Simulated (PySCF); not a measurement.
# Exercise with solution: oscillator strength and radiative lifetime

Al(H)(Me)(NCO) (C2H4AlNO), SMILES [CH3][AlH][N]=C=O.

Geometry optimised at B3LYP-D3(BJ)/def2-SVP. The geometry has at least one imaginary mode, so it is a saddle point at that level. The structure was generated by enumeration; whether it is a known compound was not checked. Other conformers were not sampled.

TDDFT-ωB97X/def2-SVPD (PySCF) puts the first singlet state with f over 0.02 at 6.88 eV (vertical), with the transition dipole (-0.458, 0.374, -0.327) in atomic units.

Find the oscillator strength, the wavelength and the radiative lifetime that this transition would have in vacuum if emission retraced absorption.


|μ|² = 0.4566 au, so |μ| = 1.72 D. ΔE = 6.88/27.211 = 0.2528 hartree. f = (2/3) ΔE |μ|² = 0.077 (the program prints 0.077).
λ = 1239.84/6.88 = 180 nm; ν = 55491 cm⁻¹.
Einstein's coefficient A = 0.6670 ν² f s⁻¹ (ν in cm⁻¹) = 1.6e8 s⁻¹, so τ = 1/A = 6.3 ns. This state is S3; the lower singlets have f = 0.002, 0.001. The figure is the radiative limit of this one transition; relaxation, internal conversion, crossing to triplets and a medium change what is measured.
